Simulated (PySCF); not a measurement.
# Cs₂X across group 16

Level: PBE0, basis family def2-TZVP, scalar-relativistic core potentials from Rb on and no relativity for lighter atoms.

Each entry is the lowest minimum that a search over a few typed start shapes (and spin states, where more than one is plausible) found, or that minimum re-optimised at the stated level; isomers with ligand–ligand bonds, or fragments after loss of a ligand pair, can lie lower. Open shells are unrestricted; no spin–orbit coupling; PySCF with density fitting.

| molecule | 2S+1 | point group | mean bond to the central atom (Å) | highest ω (cm⁻¹) | atomisation (kJ/mol) | polar-tensor charge of the central atom | gap (eV) |
| --- | --- | --- | --- | --- | --- | --- | --- |
| Cs₂O | 1 | D∞h | 2.386 | 503 | 486 | -1.72 | 2.62 |
| Cs₂S | 1 | D∞h | 2.941 | 301 | 480 | -1.60 | 2.66 |
| Cs₂Se | 1 | D∞h | 3.089 | 188 | 457 | -1.53 | 2.53 |

The shape of Cs₂Se rests on a mode under 45 cm⁻¹ and is not firmly settled.

Left out of the table are members whose search was unfinished or whose lowest solution was spin-contaminated, unstable, very soft or bonded differently.
